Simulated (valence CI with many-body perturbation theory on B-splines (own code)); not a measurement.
Results of a calculation; reference values are marked as such.
# Te37+ in three bases

Level of theory: configuration interaction combined with many-body perturbation theory (CI+MBPT): five valence electrons over a frozen Dirac-Fock core [Ne], radial functions for each j: 9 s, 9 p, 8 d, 6 f, 3 g, 1 h, with the one-electron correlation potential Σ1 (screened to all orders), the two-electron term Σ2, the three-electron term Σ3, Breit, model QED; selected single and double excitations, second order for the rest, scaled by the run's own slope (own B-spline code, finite nucleus).

The last digits are not significant, and no measured levels were compared; by estimate large intervals hold to a few tenths of a per cent, small ones and those within an open d or f shell to about a per cent. Among the levels kept, up to 1700 cm⁻¹ of a level comes from second order outside the variational space, and about a tenth of that is noise between levels of different J, which matters for small intervals.

The reference run has the lowest level (3s^2 3p1/2^2 3p3/2) J=3/2 and an ionisation energy of 2554.40 eV. Its largest variational space holds 20032 state functions.

Levels are named by their leading jj configuration (3d3/2^4 stands for four electrons in 3d with j = 3/2), which in mixed levels can hold well under half, so a name can repeat and another be missing. Letters in brackets count levels of one name in rising energy.

Changed runs:
A. basis 6 s, 6 p, 5 d, 3 f, 1 g
B. basis 5 s, 5 p, 4 d, 2 f

Excitation energies of the reference run in cm⁻¹, and shifts in cm⁻¹:

```csv
Level,Reference,A,B
(3s^2 3p1/2 3p3/2^2) J=3/2,472973,-92,-279
(3s^2 3p1/2 3p3/2^2) J=5/2,535558,+48,+201
(3s^2 3p1/2 3p3/2^2) J=1/2,612624,+93,+343
(3s^2 3p3/2^3) J=3/2,1093510,+10,+90
(3s^2 3p1/2^2 3d3/2) J=3/2,1160620,+267,+571
(3s 3p1/2^2 3p3/2^2) J=5/2,1237760,-72,-320
(3s^2 3p1/2^2 3d5/2) J=5/2,1386900,+306,+793
(3s 3p1/2^2 3p3/2^2) J=1/2,1437990,-8.5,+0.1
(3s 3p1/2^2 3p3/2^2) J=3/2,1449620,+38,+73
(3s^2 3p1/2 3p3/2 3d3/2) J=5/2 [a],1634330,+224,+417
(3s^2 3p1/2 3p3/2 3d3/2) J=3/2 [a],1638160,+157,+239
(3s^2 3p1/2 3p3/2 3d3/2) J=1/2 [a],1644390,+136,+149
Ionisation energy (eV),2554.40,-0.041,-0.14
```
